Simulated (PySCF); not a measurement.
H6NSi2, SMILES [SiH3][N][SiH3], multiplicity 2. Coordinates come from a B3LYP-D3(BJ)/def2-SVP optimisation. The isomer is the one that the SMILES or the coordinates give; other isomers of the formula were not compared.

Computed equilibrium geometry at B3LYP-D3(BJ)/def2-SVP (PySCF confirms it by a frequency run) as bond lengths and angles, and its point group:
point group Cs.
Atoms: Si1 N2 Si3 H4 H5 H6 H7 H8 H9. Bonded distances (Å): Si1–N2 1.734, Si1–H4 1.496, Si1–H5 1.491, Si1–H6 1.497, N2–Si3 1.734, Si3–H7 1.497, Si3–H8 1.496, Si3–H9 1.491. Angles (°): N2–Si1–H4 105.7, N2–Si1–H5 109.1, N2–Si1–H6 115.5, H4–Si1–H5 109.1, H4–Si1–H6 108.6, H5–Si1–H6 108.7, Si1–N2–Si3 141.1, N2–Si3–H7 115.5, N2–Si3–H8 105.7, N2–Si3–H9 109.1, H7–Si3–H8 108.6, H7–Si3–H9 108.7, H8–Si3–H9 109.1.
Charge 0, spin multiplicity 2.
